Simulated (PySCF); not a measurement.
## Electron correlation in Xe²⁺ (xenon, charge +2)

[Kr] 4d10 5s1 5p5, high-spin 3P determinant (an excited configuration). All numbers are calculated (PySCF 2.14, a scalar-relativistic core potential, in aug-cc-pVTZ-PP with ECP28MDF (6s5p4d2f, 55 functions)). Frozen: 4s2 4p6 4d10; 6 electrons correlated.

```tsv
level	correlation energy (mhartree)
CCSD	-182.92
(T)	-15.54
CCSD(T)	-198.46
```

Diagnostics: T1 = 0.014, D1 = 0.0246, largest double amplitude 0.207.

Is a single reference adequate?

Not fully. A double-excitation amplitude exceeds 0.15, a sign of near-degeneracy.
